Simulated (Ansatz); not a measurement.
F₂GeH₄Si, SMILES `F[SiH](F)[GeH3]`. Charge 0, multiplicity 1.

Z-matrix (Å, degrees):
```
Si
F 1 1.592
Ge 1 2.377 2 109.5
F 1 1.592 2 107.0 3 118.6
H 1 1.481 2 107.4 3 -126.4
H 3 1.536 1 109.5 2 179.0
H 3 1.536 1 109.5 2 -61.7
H 3 1.535 1 110.3 2 58.6
```

(1) List the harmonic frequencies (cm⁻¹, unscaled) at PBE0-D4/def2-TZVP in Ansatz. (Best estimate.)

(2) Is this a minimum?

(3) Give the ideal-gas thermochemistry at 298.15 K and 1 bar (rigid rotor, harmonic oscillator; point group Cs, symmetry number 1).

(4) And at 400, 500, 600, 800 and 1000 K?

(5) Rotational constants (cm⁻¹)?

Answers

(1) The calculation gave: 75, 138, 182, 301, 363, 457, 489, 772, 815, 831, 873, 877, 890, 945, 2155, 2163, 2169, 2248.

(2) Yes, all 18 modes are real.

(3) Zero-point energy 100.2 kJ/mol; H(298) − E = 119.9 kJ/mol; entropy 345.2 J/(mol·K), of which translation 170.7, rotation 114.5, vibration 60.0; G(298) − E = 17.0 kJ/mol. Modes under 100 cm⁻¹ are hindered rotations or soft bends, so the harmonic entropy is rough.

(4) 
| T (K) | H − E (kJ/mol) | S (J/mol/K) | G − E (kJ/mol) |
| --- | --- | --- | --- |
| 400 | 130.8 | 376.4 | -19.8 |
| 500 | 142.8 | 403.2 | -58.8 |
| 600 | 155.9 | 427.0 | -100.3 |
| 800 | 184.3 | 467.8 | -190.0 |
| 1000 | 214.9 | 501.9 | -287.0 |

(5) 0.2125, 0.05835, 0.04952.
